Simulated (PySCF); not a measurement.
CH6BeOSi (SMILES [CH3][Be][O][SiH3]), singlet, geometry from GFN2-xTB (such geometries of metal compounds can be far from the true shape); B3LYP/6-31G, polarisability by finite fields in PySCF.

Here is a job for PySCF.
```python
from pyscf import gto, scf, dft

mol = gto.M(
    atom='''
Be   -0.69858411    0.52374108    0.87465819
C    -1.67494864    1.25573915    2.09710976
H    -1.98124201    0.56974348    2.88401200
H    -2.60356862    1.68053276    1.72182834
H    -1.18505414    2.07549526    2.61828548
O     0.09573398   -0.07177349   -0.11986317
Si    1.00766192   -0.75546228   -1.26163728
H     0.10390917   -1.51607488   -2.12606836
H     1.96735790   -1.62130614   -0.57473139
H     1.66948728    0.33287014   -1.98279009
''',
    basis='6-31g',
    verbose=4,
)

mf = dft.RKS(mol)
mf.xc = 'b3lyp'
mf.conv_tol = 1e-6
mf.kernel()
h0, z, done = mf.get_hcore(), mol.intor('int1e_r')[2], []
def energy(F):
    f = mf.copy()
    f.scf_summary = {}
    f.get_hcore = lambda *a: h0 + F * z
    e = f.kernel(mf.make_rdm1())
    done.append(f.converged)
    return e
F = 2e-4
alpha = -(energy(F) + energy(-F) - 2 * mf.e_tot) / F**2
print('alpha_zz =', alpha)
```

Problem. Predict the main parts of the log of this PySCF run.

Solution. 
```
PySCF version 2.14.0

[INPUT] verbose = 4
[INPUT] num. atoms = 10
[INPUT] num. electrons = 38
[INPUT] charge = 0
[INPUT] spin (= nelec alpha-beta = 2S) = 0
[INPUT] symmetry False subgroup None
[INPUT] Mole.unit = angstrom
[INPUT] Symbol           X                Y                Z      unit          X                Y                Z       unit  Magmom
[INPUT]  1 Be    -0.698584110000   0.523741080000   0.874658190000 AA   -1.320132642873   0.989727201384   1.652864431708 Bohr   0.0
[INPUT]  2 C     -1.674948640000   1.255739150000   2.097109760000 AA   -3.165194202313   2.373003077394   3.962963099552 Bohr   0.0
[INPUT]  3 H     -1.981242010000   0.569743480000   2.884012000000 AA   -3.744004785383   1.076659138457   5.449992819959 Bohr   0.0
[INPUT]  4 H     -2.603568620000   1.680532760000   1.721828340000 AA   -4.920031638312   3.175746659759   3.253783996114 Bohr   0.0
[INPUT]  5 H     -1.185054140000   2.075495260000   2.618285480000 AA   -2.239427767382   3.922117614233   4.947842473125 Bohr   0.0
[INPUT]  6 O      0.095733980000  -0.071773490000  -0.119863170000 AA    0.180911003015  -0.135632239104  -0.226508563722 Bohr   0.0
[INPUT]  7 Si     1.007661920000  -0.755462280000  -1.261637280000 AA    1.904205054953  -1.427616806639  -2.384148927741 Bohr   0.0
[INPUT]  8 H      0.103909170000  -1.516074880000  -2.126068360000 AA    0.196359873131  -2.864966307533  -4.017686922503 Bohr   0.0
[INPUT]  9 H      1.967357900000  -1.621306140000  -0.574731390000 AA    3.717767619999  -3.063824568676  -1.086084922291 Bohr   0.0
[INPUT] 10 H      1.669487280000   0.332870140000  -1.982790090000 AA    3.154873727645   0.629033399646  -3.746930232602 Bohr   0.0

nuclear repulsion = 128.683222509078
number of shells = 34
number of NR pGTOs = 136
number of NR cGTOs = 52
basis = 6-31g
ecp = {}

******** <class 'pyscf.dft.rks.RKS'> ********
method = RKS
initial guess = minao
damping factor = 0
level_shift factor = 0
DIIS = <class 'pyscf.scf.diis.CDIIS'>
diis_start_cycle = 1
diis_space = 8
diis_damp = 0
SCF conv_tol = 1e-06
SCF conv_tol_grad = None
SCF max_cycles = 50
direct_scf = True
direct_scf_tol = 1e-13
XC library pyscf.dft.libxc version 7.1.2
    S. Lehtola, C. Steigemann, M. J. T. Oliveira, and M. A. L. Marques,  SoftwareX 7, 1–5 (2018)
XC functionals = b3lyp
    P. J. Stephens, F. J. Devlin, C. F. Chabalowski, and M. J. Frisch,  J. Phys. Chem. 98, 11623 (1994)
radial grids:
    Treutler-Ahlrichs [JCP 102, 346 (1995); DOI:10.1063/1.469408] (M4) radial grids

becke partition: Becke, JCP 88, 2547 (1988); DOI:10.1063/1.454033
pruning grids: <function nwchem_prune>
grids dens level: 3
symmetrized grids: False
atomic radii adjust function: <function treutler_atomic_radii_adjust>
small_rho_cutoff = 0
Set gradient conv threshold to 0.001
Initial guess from minao.
tot grids = 119952
init E= -421.292316950768
  HOMO = -0.359663137846085  LUMO = -0.0536729784454122  gap/eV = 8.32642
cycle= 1 E= -421.037449030183  delta_E= 0.255  |g|= 0.931  |ddm|= 2.84
  HOMO = -0.126663559331824  LUMO = 0.0342617346167815  gap/eV = 4.37900
cycle= 2 E= -420.517756920742  delta_E= 0.52  |g|= 1.82  |ddm|= 1.97
  HOMO = -0.268144845172385  LUMO = 0.00235896463599716  gap/eV = 7.36078
cycle= 3 E= -421.205317271766  delta_E= -0.688  |g|= 0.191  |ddm|= 1.44
  HOMO = -0.304708601498972  LUMO = 0.00978060583692542  gap/eV = 8.55769
cycle= 4 E= -421.213325578405  delta_E= -0.00801  |g|= 0.0775  |ddm|= 0.226
  HOMO = -0.293290025120023  LUMO = 0.0115853561960257  gap/eV = 8.29608
cycle= 5 E= -421.214885277829  delta_E= -0.00156  |g|= 0.00734  |ddm|= 0.0642
  HOMO = -0.293241001196309  LUMO = 0.0106905302367966  gap/eV = 8.27040
cycle= 6 E= -421.214905536479  delta_E= -2.03e-05  |g|= 0.00108  |ddm|= 0.0123
  HOMO = -0.293167016775399  LUMO = 0.0107642515896538  gap/eV = 8.27039
cycle= 7 E= -421.214905889821  delta_E= -3.53e-07  |g|= 5.24e-05  |ddm|= 0.00157
  HOMO = -0.293146298222034  LUMO = 0.0107496392184152  gap/eV = 8.26943
Extra cycle  E= -421.214905891007  delta_E= -1.19e-09  |g|= 2.52e-05  |ddm|= 0.000155
converged SCF energy = -421.214905891007

******** <class 'pyscf.dft.rks.RKS'> ********
method = RKS
initial guess = minao
damping factor = 0
level_shift factor = 0
DIIS = <class 'pyscf.scf.diis.CDIIS'>
diis_start_cycle = 1
diis_space = 8
diis_damp = 0
SCF conv_tol = 1e-06
SCF conv_tol_grad = None
SCF max_cycles = 50
direct_scf = True
direct_scf_tol = 1e-13
XC library pyscf.dft.libxc version 7.1.2
    S. Lehtola, C. Steigemann, M. J. T. Oliveira, and M. A. L. Marques,  SoftwareX 7, 1–5 (2018)
XC functionals = b3lyp
    P. J. Stephens, F. J. Devlin, C. F. Chabalowski, and M. J. Frisch,  J. Phys. Chem. 98, 11623 (1994)
radial grids:
    Treutler-Ahlrichs [JCP 102, 346 (1995); DOI:10.1063/1.469408] (M4) radial grids

becke partition: Becke, JCP 88, 2547 (1988); DOI:10.1063/1.454033
pruning grids: <function nwchem_prune>
grids dens level: 3
symmetrized grids: False
atomic radii adjust function: <function treutler_atomic_radii_adjust>
small_rho_cutoff = 0
Overwritten attributes  get_hcore  of <class 'pyscf.dft.rks.RKS'>
Set gradient conv threshold to 0.001
init E= -421.214864440244
  HOMO = -0.292478128370848  LUMO = 0.0103671097122895  gap/eV = 8.24084
cycle= 1 E= -421.214865327913  delta_E= -8.88e-07  |g|= 0.000341  |ddm|= 0.00436
  HOMO = -0.292598995184413  LUMO = 0.0104376432483517  gap/eV = 8.24605
Extra cycle  E= -421.214865371314  delta_E= -4.34e-08  |g|= 0.000178  |ddm|= 0.00101
converged SCF energy = -421.214865371314

******** <class 'pyscf.dft.rks.RKS'> ********
method = RKS
initial guess = minao
damping factor = 0
level_shift factor = 0
DIIS = <class 'pyscf.scf.diis.CDIIS'>
diis_start_cycle = 1
diis_space = 8
diis_damp = 0
SCF conv_tol = 1e-06
SCF conv_tol_grad = None
SCF max_cycles = 50
direct_scf = True
direct_scf_tol = 1e-13
XC library pyscf.dft.libxc version 7.1.2
    S. Lehtola, C. Steigemann, M. J. T. Oliveira, and M. A. L. Marques,  SoftwareX 7, 1–5 (2018)
XC functionals = b3lyp
    P. J. Stephens, F. J. Devlin, C. F. Chabalowski, and M. J. Frisch,  J. Phys. Chem. 98, 11623 (1994)
radial grids:
    Treutler-Ahlrichs [JCP 102, 346 (1995); DOI:10.1063/1.469408] (M4) radial grids

becke partition: Becke, JCP 88, 2547 (1988); DOI:10.1063/1.454033
pruning grids: <function nwchem_prune>
grids dens level: 3
symmetrized grids: False
atomic radii adjust function: <function treutler_atomic_radii_adjust>
small_rho_cutoff = 0
Set gradient conv threshold to 0.001
init E= -421.214947341769
  HOMO = -0.293837662936471  LUMO = 0.0111305926101464  gap/eV = 8.29861
cycle= 1 E= -421.214948235332  delta_E= -8.94e-07  |g|= 0.000344  |ddm|= 0.00438
  HOMO = -0.293699405568001  LUMO = 0.0110608605744136  gap/eV = 8.29295
Extra cycle  E= -421.214948279199  delta_E= -4.39e-08  |g|= 0.000181  |ddm|= 0.00103
converged SCF energy = -421.214948279199
alpha_zz = 46.71247495480202
```
